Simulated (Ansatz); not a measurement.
Basis-set extrapolation for CH₅AlSSi (PBE0-D4/def2-TZVP geometry, frozen core, Ansatz). Multiplicity 1, RHF reference.

```csv
,def2-TZVPP,def2-QZVPP
HF,-969.194788,-969.223691
MP2 correlation,-0.547744,-0.589268
CCSD(T) correlation,-0.623438,not run
```

Energies in hartree. Use E(X) = E(∞) + A·exp(−7.88·√X) for Hartree–Fock and E(X) = E(∞) + B·X^(−2.97) for correlation, with X = 3 and 4, and add CCSD(T) minus MP2 of the smaller set to the MP2 limit.

Task: What is the CCSD(T) energy at the basis-set limit?

Result: HF limit: -969.223691 + (-0.028903) × 0.13774 = -969.22767. MP2 limit: -0.589268 + (-0.041524) × 0.74074 = -0.62003. Higher-order term: -0.623438 − (-0.547744) = -0.07569. Total: -969.92339 hartree, 276.1 kJ/mol below CCSD(T)/def2-TZVPP.
